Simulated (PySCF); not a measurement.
Species: C₆H₁₁F.
Numbering: `[CH2:1]=[CH:2][C@@H:3]([F:4])[CH2:5][CH2:6][CH3:7]` (hydrogens: H8, H9 on C1; H10 on C2; H11 on C3; H12, H13 on C5; H14, H15 on C6; H16, H17, H18 on C7)

Computed geometry: GFN2-xTB, gas phase.

(1) List the bond lengths, angles and torsions at this level.

Answers

(1) 
```tsv
bond	length (Å)
C1=C2	1.319
C2–C3	1.500
C3–F4	1.383
C3–C5	1.531
C5–C6	1.527
C6–C7	1.523
C1–H8	1.076
C1–H9	1.077
C2–H10	1.081
C3–H11	1.101
C5–H12	1.092
C5–H13	1.091
C6–H14	1.091
C6–H15	1.093
C7–H16, C7–H17, C7–H18	1.088
```

Bonds in one row agree within 0.01 Å and their mean is given. A selection of angles:
```tsv
angle	degrees
C2–C1–H8	121.8
C2–C1–H9	121.3
H8–C1–H9	116.9
C1–C2–C3	124.6
C1–C2–H10	121.7
C3–C2–H10	113.7
C2–C3–F4	110.4
C2–C3–C5	111.8
C2–C3–H11	110.1
F4–C3–C5	108.8
F4–C3–H11	105.5
C5–C3–H11	110.0
C3–C5–C6	111.9
C3–C5–H12	108.3
C3–C5–H13	108.4
C6–C5–H12	109.8
C6–C5–H13	110.0
H12–C5–H13	108.3
C5–C6–C7	111.7
C5–C6–H14	108.9
C5–C6–H15	109.2
C7–C6–H14	109.6
C7–C6–H15	109.5
H14–C6–H15	107.8
C6–C7–H16	110.3
C6–C7–H17	110.6
H16–C7–H17	108.4
```

Torsions: C1–C2–C3–F4 -4° (synperiplanar); C2–C3–C5–C6 176° (antiperiplanar); C3–C5–C6–C7 180° (antiperiplanar).

Of the pairs four or more bonds apart, F4···H9 is among the closest relative to their van der Waals radii: 2.42 Å, 91 % of the sum of Bondi's values. The C–C distances run from 1.319 Å (C1=C2, drawn double) to 1.531 Å (C3–C5, drawn single), a spread of 0.212 Å.

Point group: C1 (no symmetry element, even within 0.4 Å). Whether it is a minimum is left open (no frequencies). One conformer, not necessarily the lowest.
